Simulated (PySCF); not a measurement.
C2H8Hf, SMILES [CH3][HfH2][CH3], multiplicity 1. Atoms are numbered in the order given.

```xyz
11

Hf     0.0000     0.0000     0.2363
C     -1.7916     0.0000    -1.0196
H     -2.4035     0.8927    -0.7774
H     -1.6156     0.0000    -2.1105
H     -2.4035    -0.8927    -0.7774
C      1.7916     0.0000    -1.0196
H      2.4035    -0.8927    -0.7774
H      1.6156     0.0000    -2.1105
H      2.4035     0.8927    -0.7774
H      0.0000    -1.5498     1.2749
H      0.0000     1.5498     1.2749
```

The structure is a stationary point at r2SCAN-D4/def2-SVP. The spin state was assumed, not searched. The structure was generated by enumeration; whether it is a known compound was not checked. The def2 effective core potentials stand for the cores of Hf; spin–orbit coupling is left out.

All values below come from ωB97X/def2-TZVPD (PySCF).

Mulliken values depend strongly on the basis, most of all with diffuse functions as here. ESP charges are fitted to the potential on shells at 1.4 to 2.0 van der Waals radii. Atomic charges (e):

| atom | ESP fit | Mulliken |
|---|---|---|
| Hf1 | 1.36 | 1.11 |
| C2 | -0.77 | -1.15 |
| H3 | 0.15 | 0.27 |
| H4 | 0.16 | 0.29 |
| H5 | 0.15 | 0.27 |
| C6 | -0.77 | -1.15 |
| H7 | 0.15 | 0.27 |
| H8 | 0.16 | 0.29 |
| H9 | 0.15 | 0.27 |
| H10 | -0.38 | -0.23 |
| H11 | -0.38 | -0.23 |
